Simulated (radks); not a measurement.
Task: Pt II, 77 electrons, occupied as [Xe] 4f14 5d9. Calculated with a radial shooting solver on a logarithmic mesh with Libxc functionals: Dirac Kohn-Sham, PBE, spin-unpolarised, spherical densities, finite nucleus; open shells fill j = l - 1/2 first; Fermi nuclear charge, rms radius 5.427 fm. Some entries of the table are withheld. Estimate them.

orbital  occ.  eigenvalue (Ry)  <1/r> (bohr^-1)  <r> (bohr)
1s1/2       2        -5753.499            93.89     0.01715
2s1/2       2        -1010.502            23.03     0.07171
2p1/2       2        -968.8070            23.00     0.05906
2p3/2       4        -841.7384            18.86     0.06749
3s1/2       2        -237.7922            8.457      0.1866
3p1/2       2        -219.0114            8.372      0.1768
3p3/2       4        -191.0794            7.295      0.1923
3d3/2       4        -159.7044            7.192      0.1676
3d5/2       6        -153.6836            6.945      0.1723
4s1/2       2        -51.55832            3.573      0.4150
4p1/2       2        -43.57780            3.464         (1)
4p3/2       4        -36.92607            3.090         (2)
4d3/2       4        -23.83150            2.884      0.4617
4d5/2       6        -22.59438            2.798      0.4729
5s1/2       2         -8.05828            1.432      0.9543
4f5/2       6         -5.87148            2.407      0.5126
4f7/2       8         -5.61767            2.373      0.5200
5p1/2       2         -5.51652            1.303       1.036
5p3/2       4         -4.42296            1.165       1.136
5d3/2       4         -1.10967           0.8233       1.607
5d5/2       5         -1.00913           0.7873       1.679
6s1/2       0         -0.94536           0.4682         (3)
6p1/2       0         -0.54061           0.3617       3.465
6p3/2       0         -0.47113           0.3248       3.825

Result: 
(1) 4p1/2 <r> (bohr): 0.4179
(2) 4p3/2 <r> (bohr): 0.4517
(3) 6s1/2 <r> (bohr): 2.712
